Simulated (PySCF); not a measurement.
Predicted microwave data (PBE0-D3(BJ)/def2-SVP geometry optimisation, gas phase in PySCF) for one isomer of C7H7F:

```
Rotational constants : A = 5525, B = 1432, C = 1145 MHz
Dipole components    : |μa| = 1.77 D, |μb| = 0.00 D, |μc| = 0.05 D
Inertial defect      : -3.17 u·Å²
κ                    : -0.87
```

Problem. Which structure is it? (One computed conformer of each.)
A. `Cc1ccccc1F`
B. `Cc1ccc(F)cc1`

Solution. B. It is Cc1ccc(F)cc1, an asymmetric top, point group Cs. The candidates at the same level (rigid rotor, commonest isotopes):

```json
{"SMILES": "Cc1ccc(F)cc1", "A (MHz)": "5525", "B (MHz)": "1432", "C (MHz)": "1145", "μa (D)": "1.77", "μb (D)": "0.00", "μc (D)": "0.05", "Δ (u·Å²)": "-3.17", "point group": "Cs", "rotor": "asymmetric top"}
{"SMILES": "Cc1ccccc1F", "A (MHz)": "3260", "B (MHz)": "2183", "C (MHz)": "1318", "μa (D)": "0.68", "μb (D)": "0.83", "μc (D)": "0.02", "Δ (u·Å²)": "-3.15", "point group": "near Cs", "rotor": "asymmetric top"}
```

`Cc1ccccc1F` has B 53 % too high. In the right answer the mirror of this Cs structure is the ac plane, so μb vanishes by symmetry. No structure here is proved a minimum.
